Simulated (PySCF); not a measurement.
C2H6AlNO.
Bonds: C1–N2 (triple), N2–Al3, Al3–O4, O4–C5. Hydrogens: H6 on C1; H7, H8 on Al3; H9, H10, H11 on C5.
Bond orders are those of one Lewis drawing.

Method: PBE0-D3(BJ)/def2-SVP geometry optimisation, gas phase (PySCF 2.14.0); density fitting, grid level 1; the optimiser is geomeTRIC in internal coordinates, started from a GFN2-xTB structure with every atom displaced at random (about 0.01 Å).

Step 7: E = -12289.6411 eV
```
atom  x, y, z in Å  |  force x, y, z in eV/Å
C1      2.7723    0.9859   -0.3099   -0.002  -0.028   0.000
N2      1.9401    0.1990   -0.2358   -0.018   0.034   0.000
Al3     0.4229   -1.2469   -0.1254   -0.033  -0.004  -0.044
O4     -0.9044   -0.2426    0.2058    0.095   0.008   0.056
C5     -2.0777    0.4476    0.3117   -0.027  -0.029  -0.029
H6      3.5590    1.7242   -0.3838   -0.004   0.003   0.008
H7      0.5964   -1.8001   -1.6172   -0.011   0.002   0.017
H8      1.0346   -2.0716    1.0978   -0.006   0.000   0.000
H9     -1.9104    1.4966    0.6291   -0.002   0.008  -0.015
H10    -2.7588   -0.0026    1.0614    0.001  -0.001  -0.005
H11    -2.6355    0.4859   -0.6464    0.007   0.006   0.012
```

Step 8: E = -12289.6419 eV
```
atom  x, y, z in Å  |  force x, y, z in eV/Å
C1      2.7687    0.9863   -0.3094    0.000  -0.010   0.008
N2      1.9370    0.1990   -0.2357   -0.016   0.015  -0.009
Al3     0.4230   -1.2494   -0.1255   -0.037   0.004  -0.037
O4     -0.9000   -0.2408    0.2111    0.090   0.006   0.060
C5     -2.0743    0.4484    0.3111   -0.026  -0.024  -0.019
H6      3.5528    1.7276   -0.3802   -0.001   0.000   0.004
H7      0.5893   -1.8029   -1.6175   -0.007   0.000   0.009
H8      1.0376   -2.0755    1.0950   -0.006  -0.001   0.001
H9     -1.9090    1.4986    0.6258    0.000   0.007  -0.016
H10    -2.7569    0.0004    1.0608    0.000  -0.003  -0.007
H11    -2.6297    0.4836   -0.6483    0.004   0.004   0.006
```

Step 9: E = -12289.6432 eV
```
atom  x, y, z in Å  |  force x, y, z in eV/Å
C1      2.7642    0.9868   -0.3088    0.009   0.009   0.012
N2      1.9326    0.1994   -0.2371   -0.016  -0.008  -0.014
Al3     0.4223   -1.2515   -0.1254   -0.014  -0.003  -0.034
O4     -0.8929   -0.2374    0.2205    0.047   0.028   0.071
C5     -2.0701    0.4488    0.3104   -0.016  -0.017  -0.005
H6      3.5469    1.7298   -0.3756    0.001  -0.001   0.001
H7      0.5789   -1.8042   -1.6179   -0.004  -0.003   0.000
H8      1.0412   -2.0796    1.0916   -0.005  -0.003   0.001
H9     -1.9091    1.5009    0.6214    0.002   0.004  -0.020
H10    -2.7547    0.0033    1.0597   -0.004  -0.007  -0.011
H11    -2.6207    0.4788   -0.6516    0.000   0.000  -0.002
```

Step 10: E = -12289.6451 eV
```
atom  x, y, z in Å  |  force x, y, z in eV/Å
C1      2.7607    0.9868   -0.3083    0.010   0.023   0.018
N2      1.9284    0.2001   -0.2392   -0.007  -0.025  -0.020
Al3     0.4211   -1.2524   -0.1244    0.013  -0.012  -0.035
O4     -0.8834   -0.2309    0.2364    0.004   0.050   0.087
C5     -2.0658    0.4488    0.3097   -0.005  -0.008   0.010
H6      3.5428    1.7309   -0.3703    0.003  -0.002  -0.002
H7      0.5627   -1.8029   -1.6186   -0.001  -0.006  -0.008
H8      1.0470   -2.0842    1.0863   -0.004  -0.005   0.000
H9     -1.9132    1.5038    0.6152    0.004   0.003  -0.025
H10    -2.7536    0.0057    1.0574   -0.010  -0.013  -0.017
H11    -2.6080    0.4694   -0.6570   -0.006  -0.005  -0.008
```

**Question.** Estimate the geometry and energy of step 11. (The exact step hangs on the optimiser's Hessian estimate; all steps are aligned on step 10, rigid shifts and turns removed.)

**Answer.** E = -12289.6479 eV, largest force 0.141 eV/Å
```
atom  x, y, z in Å  |  force x, y, z in eV/Å
C1      2.7584    0.9862   -0.3077    0.009   0.032   0.021
N2      1.9244    0.2010   -0.2428    0.007  -0.040  -0.025
Al3     0.4189   -1.2517   -0.1227    0.049  -0.025  -0.040
O4     -0.8711   -0.2210    0.2597   -0.048   0.077   0.108
C5     -2.0615    0.4481    0.3089    0.007   0.003   0.030
H6      3.5411    1.7301   -0.3638    0.004  -0.003  -0.005
H7      0.5398   -1.7984   -1.6195    0.000  -0.010  -0.016
H8      1.0552   -2.0887    1.0789   -0.005  -0.007  -0.001
H9     -1.9219    1.5072    0.6066    0.005   0.003  -0.033
H10    -2.7535    0.0076    1.0540   -0.018  -0.020  -0.025
H11    -2.5912    0.4548   -0.6645   -0.011  -0.010  -0.014
```

The energy changes by -0.0028 eV. The first-order estimate −F·Δx gives -0.0027 eV and the mean of the old and new forces, exact on a quadratic surface, -0.0028 eV. The step makes an angle of 63° with the force vector and moves no atom by more than 0.028 Å.

The cost below is that of the whole optimisation. On an Arm Neoverse V1 with one thread, shared host with 32 logical CPUs at a one-minute load of 33, this took 1.8 min and 0.43 GiB of memory at its peak.
